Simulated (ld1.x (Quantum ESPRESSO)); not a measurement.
# Configuration tests for B (ultrasoft)

B (Z = 5), ultrasoft, made with ld1.x (Quantum ESPRESSO) 7.5 (LDA (PZ), scalar-relativistic). Core [He], reference 2s2 2p0 (charge +1). Waves: 2s (bound): rcut 1.25, rcutus 1.55 bohr; 2s channel at -0.7 Ry: rcut 1.25, rcutus 1.55 bohr; 2p (bound, empty): rcut 1.30, rcutus 1.65 bohr; 2p channel at -0.55 Ry: rcut 1.30, rcutus 1.65 bohr; 3d channel at 0.45 Ry: rcut 1.20, rcutus 1.45 bohr; 3d channel at 1.9 Ry: rcut 1.20, rcutus 1.45 bohr. Local part: all-electron potential smoothed inside 1.40 bohr (lloc = -1). Core correction: a·sin(br)/r model core inside 1.20 bohr. Augmentation charge: built from norm-conserving waves at rcut, not smoothed further.

Energies are relative to the spin-unpolarised reference configuration 2s2 2p0; without spin polarisation the order of configurations can differ from experiment. Spin-polarised rows fill each open shell by Hund’s rule, majority spin first.

| valence configuration | charge | ΔE all-electron (eV) | error AE − PS (meV) |
| --- | --- | --- | --- |
| 2s2 2p1 | 0 | -8.327 | +15 |
| 2s1 2p0 | +2 | 25.305 | +39 |
| 2s1 2p1 | +1 | 5.957 | +14 |
| 2s2 2p1.3 | -0.3 | -9.099 | +18 |
| 2s0 2p3 | 0 | 3.075 | +67 |
| 2s1 2p2 | 0 | -2.641 | +33 |
| 2s2 2p1 (spin-polarised) | 0 | -8.562 | +38 |
| 2s1 2p0 (spin-polarised) | +2 | 24.576 | +91 |

(1) What are ΔE and the potential's error for 2s2 2p0.5?

Levels in the configuration 2s1 2p0:

```
level  all-electron (eV)  pseudo (eV)
   2s            -31.341      -31.236
```

Results:

(1) ΔE = -5.384 eV all-electron; the error (AE − PS) is +6.4 meV.
